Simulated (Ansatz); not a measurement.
The inner images of a band of CH$_{5}$ClSn (8 atoms, charge 0, multiplicity 1) are given out of order.

All numbers below come from RKS B3LYP/def2-SVP (Ansatz 0.2.0).

First end point:

```xyz
8
Properties=species:S:1:pos:R:3
Sn 0.077 -0.008 0.264
H -0.040 0.026 1.979
Cl 2.407 -0.198 -0.220
H -0.421 1.483 -0.432
C -0.880 -1.733 -0.630
H -1.406 -2.311 0.143
H -1.594 -1.405 -1.398
H -0.105 -2.359 -1.093
```

Last end point:

```xyz
8
Properties=species:S:1:pos:R:3
Sn -0.998 0.313 0.230
H 1.770 -0.037 2.263
Cl 1.955 -0.153 0.988
H -0.321 1.109 -1.230
C -1.070 -1.685 -0.768
H -1.318 -2.487 -0.057
H -1.859 -1.643 -1.539
H -0.122 -1.923 -1.274
```

Question: Put them in order from the first end to the last, with their energies above the first end.
A.
```xyz
8
Properties=species:S:1:pos:R:3
Sn -0.110 0.045 0.270
H 0.464 0.258 1.844
Cl 2.318 -0.392 0.516
H -0.334 1.338 -0.855
C -0.992 -1.715 -0.652
H -1.002 -2.569 0.036
H -2.001 -1.544 -1.058
H -0.306 -1.927 -1.488
```
B.
```xyz
8
Properties=species:S:1:pos:R:3
Sn 0.078 0.001 0.247
H -0.166 0.129 1.944
Cl 2.425 -0.305 -0.055
H -0.306 1.471 -0.559
C -0.881 -1.730 -0.628
H -1.133 -2.453 0.160
H -1.796 -1.424 -1.155
H -0.184 -2.193 -1.340
```
C.
```xyz
8
Properties=species:S:1:pos:R:3
Sn -0.646 0.210 0.348
H 1.134 0.104 1.664
Cl 2.210 -0.306 0.955
H -0.296 1.249 -1.049
C -1.021 -1.703 -0.694
H -1.037 -2.531 0.030
H -2.020 -1.616 -1.154
H -0.286 -1.913 -1.485
```
D.
```xyz
8
Properties=species:S:1:pos:R:3
Sn -0.796 0.266 0.302
H 1.371 0.102 1.948
Cl 2.170 -0.315 1.013
H -0.307 1.166 -1.164
C -1.048 -1.686 -0.734
H -1.075 -2.514 -0.010
H -2.018 -1.653 -1.261
H -0.261 -1.871 -1.481
```
E.
```xyz
8
Properties=species:S:1:pos:R:3
Sn 0.054 0.000 0.253
H -0.001 0.287 1.936
Cl 2.406 -0.415 0.229
H -0.285 1.372 -0.736
C -0.924 -1.720 -0.635
H -0.960 -2.574 0.054
H -1.942 -1.475 -0.978
H -0.310 -1.982 -1.509
```
F.
```xyz
8
Properties=species:S:1:pos:R:3
Sn -0.400 0.129 0.335
H 0.861 0.159 1.644
Cl 2.257 -0.336 0.770
H -0.319 1.311 -0.949
C -1.014 -1.715 -0.665
H -1.018 -2.553 0.045
H -2.023 -1.581 -1.085
H -0.307 -1.920 -1.482
```
G.
```xyz
8
Properties=species:S:1:pos:R:3
Sn -0.906 0.305 0.235
H 1.631 0.072 2.213
Cl 2.009 -0.275 1.027
H -0.283 1.119 -1.236
C -1.062 -1.682 -0.769
H -1.126 -2.500 -0.035
H -1.996 -1.675 -1.358
H -0.229 -1.870 -1.463
```

Answer: B (-0.1 kcal/mol), E (+1.9 kcal/mol), A (+21.9 kcal/mol), F (+44.1 kcal/mol), C (+35.4 kcal/mol), D (+32.3 kcal/mol), G (+30.9 kcal/mol).

The run took 7.2 min on 2 threads of Arm Neoverse N1, on a shared host, peak memory 0.18 GiB.
